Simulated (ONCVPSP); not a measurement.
Before and after: ONCV potential for sulfur

* Element: sulfur (S)
* Generator: ONCVPSP 4.0.1
* Type: optimised norm-conserving Vanderbilt (ONCV)
* Functional: PBEsol
* Relativity: scalar-relativistic
* Frozen core: [Ne]
* Valence charge: 6
* Reference configuration: 3s1 3p5
* Partial waves: 3s: rc 1.50 bohr, ncon 5, nbas 9, qcut 3.6 1/bohr, 2 projectors, debl 3.5 Ha; 3p: rc 1.40 bohr, ncon 5, nbas 9, qcut 5 1/bohr, 2 projectors, debl 2 Ha
* Local potential: polynomial inside 1.05 bohr (lpopt 5, dvloc0 0 Ha)
* Core correction: Teter function, fcfact 4, rcfact 1.8

Change: all radii but the core radius scaled by about 1.32 (s 1.98, p 1.86 bohr); local potential polynomial inside 1.38 bohr (lpopt 5, dvloc0 0 Ha).

Cutoffs: the cutoffs (Ha) at which the residual kinetic energy of the hardest occupied pseudo-wave falls to 1 and 0.1 mHa per electron; they do not see the model core or the augmentation charge, which bear on the density cutoff. Errors are all-electron minus pseudo energies relative to the spin-unpolarised reference configuration.

**Question.** Predict the effect on cutoff, ghosts and configuration errors.

**Answer.** The potential gets softer (74 Ha and 96 Ha → 28 Ha and 54 Ha); of the 4 tests that both files solve, the error grows in 4 and shrinks in 0 by more than 15 % and 0.3 meV (median size 6.3 → 20.6 meV); neither file shows a bound ghost. A larger radius leaves more room for a smooth pseudo-wave, so fewer plane waves are needed. More of the atom is replaced by a form fitted at one configuration, so other configurations suffer.

| quantity | base | changed |
| --- | --- | --- |
| cutoff, loose | 74 Ha | 28 Ha |
| cutoff, tight | 96 Ha | 54 Ha |
| loose cutoff by channel | s 74 Ha, p 6.1 Ha | s 28 Ha, p 5.9 Ha |
| bound ghosts | none | none |
| GHOST(+) flags under 300 eV | s at 202.9 eV | s at 173.6 eV |
| error for 3s2 3p4, meV [ΔE -10.28 eV] | -4.4 | -20 |
| error for 3s2 3p3, meV [ΔE 1.45 eV] | +2.0 | -7.2 |
| error for 3s2 3p2, meV [ΔE 23.69 eV] | +9.7 | +21 |
| error for 3s2 3p1, meV [ΔE 57.69 eV] | -8.2 | +47 |
| rms error of d²Exc/dni dnj with the model core, mHa | 4.52 | 4.97 |
